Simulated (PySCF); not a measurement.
A compound of formula C21H10O has these computed shifts in ppm, with the number of atoms in brackets (GIAO OPBE/pcSseg-1, gas phase, PySCF SCF with an in-house response code, fitting set def2-universal-JFIT, grid level 2, non-relativistic, on the GFN2-xTB geometry; 13C, 1H against isolated TMS; 17O against isolated H2O).

17O: 625.2 (1)
13C: 182.5 (1), 133.0 (1), 131.0 (1), 130.9 (1), 129.8 (1), 129.5 (1), 128.5 (1), 128.1 (1), 126.9 (1), 126.6 (1), 126.4 (1), 126.2 (1), 125.5 (1), 125.4 (1), 125.3 (1), 123.4 (1), 122.2 (1), 122.2 (1), 122.0 (1), 121.7 (1), 121.3 (1)
1H: 11.52 (1), 9.26 (1), 8.77 (1), 8.40 (1), 8.34 (1), 8.30 (1), 8.29 (1), 8.29 (1), 8.28 (1), 8.25 (1)

**Question.** Which structure gave them?

**Answer.** O=Cc1cc2ccc3ccc4ccc5ccc1c1c5c4c3c21. Other isomers were not compared.
